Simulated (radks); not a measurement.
Values are calculated unless marked as measured or tabulated.
Numerical settings for neutral argon, [Ar]. Code: a radial shooting solver on a logarithmic mesh with Libxc functionals. Model: scalar-relativistic Kohn-Sham, r2SCAN, spin-polarised, spherical densities, finite nucleus; meta-GGA in the generalised Kohn-Sham scheme; Fermi nuclear charge, rms radius 3.4274 fm. The defaults (mesh step 0.008 in ln r, mesh end at 40 bohr or more with all orbitals vanishing there, Anderson mixing 0.5 over 9 steps, residual threshold near 1e-9 with the energy settled to 1e-9 hartree or 1e-11 of itself, here a cap of 88 iterations) give E = -529.409 hartree and 3p at -10.711 eV in 12 iterations. Run on one thread of a shared host, so times are rough (Arm Neoverse N1): 0.16 s of CPU time, 0.16 s wall, 12 iterations on 2309 mesh points. Changes against that run (0 stands for a change within the tolerance of the run):

| setting | iterations | converged | E (mhartree) | e(3p) (meV) | CPU (s) |
|---|---|---|---|---|---|
| mesh step in ln r 0.2 | 88 | no | -2.9e+06 | - | 0.35 |
| mesh step in ln r 0.12 | 4 | no | diverged | - | 0.02 |
| mesh step in ln r 0.012 | 12 | yes | 0 | 0 | 0.11 |
| mesh end (bohr) 3 | 12 | yes | +733 | +9.31e+03 | 0.14 |
| mesh end (bohr) 8 | 12 | yes | +0.0698 | +5.51 | 0.14 |
| residual threshold 0.01 | 9 | yes | 0 | +0.386 | 0.12 |
| residual threshold 1e-16 | 88 | no | 0 | +0.00981 | 0.74 |
| mixing 1.5 | 14 | yes | 0 | +0.00969 | 0.17 |
| linear mixing, mixing 0.8 | 88 | no | +666 | -5.66e+03 | 1 |
| linear mixing, mixing 1 | 34 | no | diverged | - | 0.45 |
| mixing history 3 | 17 | yes | 0 | +0.0115 | 0.2 |
| iteration cap 8 | 8 | no | 0 | +0.386 | 0.1 |

Settings that end as converged yet miss the energy by more than 1 mhartree: mesh end (bohr) 3 (+0.733 hartree). A mesh that ends early acts as a hard wall.
